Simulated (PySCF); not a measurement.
Computed shifts of a molecule GeH₆OSi, PySCF with PBE/pcSseg-1, GIAO, gas phase, equivalent atoms averaged, in ppm (number of nuclei): ²⁹Si: -12.4 (1). ¹H: 6.18 (1), 5.87 (1), 3.70 (3), 0.07 (1). References: ²⁹Si against TMS (σ = 335.4 ppm); ¹⁷O against H2O (σ = 334.3 ppm); ⁷³Ge against GeH4 (σ = 1614.4 ppm); ¹H against TMS (σ = 31.49 ppm), references at their B3LYP-D3(BJ)/def2-TZVP geometries, non-relativistic. Geometry: ωB97X-D3(BJ)/def2-SVP. Other conformers were not sampled.

Task: Identify the compound among the candidates.
(A) O[SiH2][GeH3]
(B) [SiH3][O][GeH3]
(C) [OH][GeH2][SiH3]

Result: A, O[SiH2][GeH3]
